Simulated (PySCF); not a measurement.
Si(Cl)2(GeH3)(OH) (Cl2GeH4OSi), SMILES O[Si](Cl)(Cl)[GeH3]. Atoms are numbered in the order given.

```xyz
9

O      0.7859     1.9517     0.0000
Si     0.5273     0.3238     0.0000
Cl     1.4186    -0.5342    -1.6517
Cl     1.4186    -0.5342     1.6517
Ge    -1.7747    -0.1126     0.0000
H      1.6954     2.2726     0.0000
H     -2.4171     0.4896     1.2556
H     -1.9739    -1.6333     0.0000
H     -2.4171     0.4896    -1.2556
```
Charge 0, spin multiplicity 1.

Geometry optimised at ωB97X-D3(BJ)/def2-SVP. The structure was generated by enumeration, and PubChem lists no compound with its InChIKey, so it may never have been made. One conformer was computed; it need not be the lowest.

These are HF/def2-TZVP (PySCF) values and carry that method's errors.

The molecule is in vacuum.

```json
{
  "total_energy": "-3360.72569 hartree",
  "point_group": "Cs",
  "highest_occupied_level": "-11.29 eV",
  "lowest_empty_level": "3.07 eV",
  "orbital_gap": "14.36 eV",
  "dipole_moment": "0.86 D",
  "quadrupole, principal values (traceless, Buckingham form, about the centre of nuclear charge)": "-5.31, -4.29, 9.60 D·Å",
  "mean_static_polarisability": "76.0 bohr³ (11.26 Å³)",
  "polarisability_principal_values": "67.2, 77.9, 83.0 bohr³"
}
```
